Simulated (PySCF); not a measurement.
**What went wrong, or what changed?**

The sound run of [Os5]− (quartet) uses PySCF 2.14.0, UKS B3LYP, Os def2-SVP with ECP60; non-relativistic Hamiltonian with scalar-relativistic core potentials where named; density fitting; no spin-orbit coupling, grid (50, 194), threshold 1e-8 and 55 cycles at the relaxed geometry:
```xyz
5

Os   -2.4364   -0.8350    0.0000
Os    0.0000   -0.8423    0.0000
Os    2.4364   -0.8350    0.0000
Os   -1.3065    1.2562    0.0000
Os    1.3065    1.2562    0.0000
```
This run, with dm0 from free metal ions and neutral atoms, differs:

```python
mol = gto.M(atom='''
Os    -2.72879    -0.93520    -0.00000
Os    -0.00000    -0.94340    -0.00000
Os     2.72879    -0.93520     0.00000
Os    -1.46328     1.40690    -0.00000
Os     1.46328     1.40690     0.00000''',
    basis={'Os': 'def2-SVP'},
    ecp={'Os': 'def2-SVP'},
    charge=-1, spin=3)
mf = dft.UKS(mol, xc='B3LYP')
mf.grids.atom_grid = (50, 194)
mf = mf.density_fit()  # fitting sets: Os def2-universal-JKFIT
mf.conv_tol = 1e-08; mf.max_cycle = 55
mf.kernel(dm0)
```

Q: What was changed, and how did it end?

A: All coordinates were scaled by 1.12. The SCF did not converge. These settings are unsound on purpose: the numbers aren't the compound's.
```
init E= -453.733574463538
cycle= 1 E= -452.481335825977  delta_E= 1.25  |g|= 1.22  |ddm|= 4.19
cycle= 2 E= -428.347329912065  delta_E= 24.1  |g|= 5.39  |ddm|= 6.92
cycle= 3 E= -441.664482870646  delta_E= -13.3  |g|= 4.13  |ddm|= 6.93
cycle= 4 E= -450.442648239558  delta_E= -8.78  |g|= 2.42  |ddm|= 2.71
cycle= 5 E= -450.293296077307  delta_E= 0.149  |g|= 2.47  |ddm|= 0.338
...
cycle= 52 E= -452.928931159117  delta_E= -0.0221  |g|= 0.837  |ddm|= 0.197
cycle= 53 E= -453.250896522026  delta_E= -0.322  |g|= 0.238  |ddm|= 0.704
cycle= 54 E= -453.270298200855  delta_E= -0.0194  |g|= 0.163  |ddm|= 0.343
cycle= 55 E= -453.277626363614  delta_E= -0.00733  |g|= 0.134  |ddm|= 0.185
SCF not converged.
```

Run from Python with OMP_NUM_THREADS=4; the lines above give its settings. Where DIIS fails, smearing, a level shift and second-order steps follow.
It took 72 s on 4 threads of Arm Neoverse V2 (shared host).

No frequency check is given that shows the relaxed geometry to be a minimum. The relaxed state is spin-contaminated (spin squared 6.18 against 3.75). Open shells may have lower solutions than the one found.
